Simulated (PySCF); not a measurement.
Bonds: C1-C2, C2-C3, C3-C4, C4-C5, C5-C6, C6-P7, P7-P8, C6-C9, C9-C2. C1 carries H10, H11, H12; C3 carries H13; C4 carries H14; C5 carries H15; P8 carries H16; C9 carries H17.

Method: shielding tensors at PBE0/pcSseg-1 (GIAO), geometry: GFN2-xTB, in PySCF 2.14 (relativity neglected, a single conformation, no solvent model, averaged over atoms made equivalent by symmetry, fast rotation or ring inversion).

Scale: 13C, 1H vs TMS; H3PO4 for 31P (reference shieldings calculated alike).

```
      atoms  nucleus  count  Hirshfeld charge  δ (ppm)
         C1      13C      1             -0.11     23.8
         C5      13C      1             -0.05    138.6
         C9      13C      1             -0.05    127.8
         C3      13C      1             -0.04        ?
        H13       1H      1              0.05     7.66
        H15       1H      1              0.05        ?
         P8      31P      1             -0.02    470.6
         C6      13C      1             -0.07    152.8
         C2      13C      1              0.02        ?
        H17       1H      1              0.03     9.16
         P7      31P      1              0.06        ?
         C4      13C      1             -0.05        ?
        H16       1H      1             -0.02     9.19
        H14       1H      1              0.05     7.78
H10/H11/H12       1H      3              0.05     2.63
```

Q: Fill in the missing shifts.

A: 
- C2: 143.0 ppm, carbon bonded to 3 C
- C3: 139.5 ppm, carbon bonded to 2 C, H
- C4: 134.0 ppm, carbon bonded to 2 C, H
- H15: 7.82 ppm, hydrogen on a carbon bonded to 2 C
- P7: 675.4 ppm, phosphorus bonded to C, P

Shifts are as computed. Against solution values, carbons near 30 ppm lie about +3 ppm off and those near 130 ppm about +5 ppm. Of 1211 compounds with measured shifts, 218 miss one by over three times the rms of a fit or turn the order of signals round; such compounds aren't used in these exercises. Experimental scales use liquid or dissolved standards, which lie at an offset from isolated H3PO4.
